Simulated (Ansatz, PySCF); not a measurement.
Species: CH5Si (charge +1, singlet). 
Coordinates optimised at B3LYP-D3(BJ)/def2-TZVP (Ansatz, an electronic-structure program):
```
C
H 1 1.0917
H 1 1.0917 2 111.38
H 1 1.1034 2 107.15 3 -116.89
Si 1 1.8123 2 112.07 4 -116.65
H 5 1.4692 1 121.49 2 -154.16
H 5 1.4692 6 116.99 1 177.86
```
Charge +1, spin multiplicity 1.

Total electronic energies in hartree. Correlated levels leave the core frozen unless marked. No spin-orbit coupling. Non-relativistic. CBS marks a two-point X^-3 extrapolation of the correlation energy; Hartree-Fock from the larger set. [CCSD(T)-MP2]/basis is that difference in the basis named.

| level | program | energy (Eh) |
|---|---|---|
| HF/6-31G | Ansatz | -329.34165 |
| HF-D4/def2-TZVPD | PySCF + dftd4 | -329.45411 |
| B2GP-PLYP-D3(BJ)/def2-TZVPD | Ansatz + dftd3 | [?] |
| RI-MP2/cc-pV(Q+d)Z | Ansatz | -329.75218 |
| SCS-MP2/def2-TZVPPD | Ansatz | -329.73870 |
| CCSD/def2-SVPD | Ansatz | -329.57257 |
| CCSD(T)/cc-pwCVTZ | Ansatz | -329.77508 |
| RI-MP2/CBS(aug-cc-pV(T+d)Z,aug-cc-pV(Q+d)Z)+[CCSD(T)-MP2]/aug-cc-pV(T+d)Z | Ansatz | -329.8094 |
| RI-MP2/CBS(def2-TZVPP,def2-QZVPP)+[CCSD(T)-MP2]/def2-TZVPP | Ansatz | -329.8099 |

Task: Fill in the missing entries.

Result: 
- B2GP-PLYP-D3(BJ)/def2-TZVPD, energy (Eh): -330.09229
